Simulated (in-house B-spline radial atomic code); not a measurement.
A run on S (an excited or competing configuration) that did not converge. Method: non-relativistic wB97X, spin-polarised, spherical fractional occupations, point nucleus; computed with a B-spline radial code for spherical atoms.

Command:
```bash
python run_scf.py task.json out
```
Settings:
```
Z                16
configuration    [Ne] 3s1 3p4 4p1
hamiltonian      nr
method           wb97x
spin_polarised   True
```

First and last ten iterations of the last attempt (damped for 15 steps, keeping 80 % of the old Fock matrix, then DIIS):
```
 iter        energy (Eh)    residual
    1        -394.939187    2.49e-01
    2        -396.794602    1.00e-01
    3        -397.022974    6.97e-02
    4        -397.149800    4.83e-02
    5        -397.220691    3.34e-02
    6        -397.260519    2.31e-02
    7        -397.283001    1.69e-02
    8        -397.295783    1.27e-02
    9        -397.303145    9.54e-03
   10        -397.307477    7.28e-03
  111        -397.315845    2.14e-07
  112        -397.315845    5.20e-07
  113        -397.315845    1.05e-06
  114        -397.315845    1.35e-06
  115        -397.315845    1.32e-06
  116        -397.315845    1.03e-06
  117        -397.315845    5.30e-07
  118        -397.315845    3.84e-07
  119        -397.315845    5.91e-07
  120        -397.315845    5.22e-07
 not converged after 120 iterations
```

The smallest residual met was 2.0e-07; the threshold is about 2e-07. Over the last five steps the energy moves by less than 1e-08 hartree, but the orbitals didn't meet the threshold. Run time, properties included: 7.3 s on 1 thread of Arm Neoverse V1, with other jobs on the host.
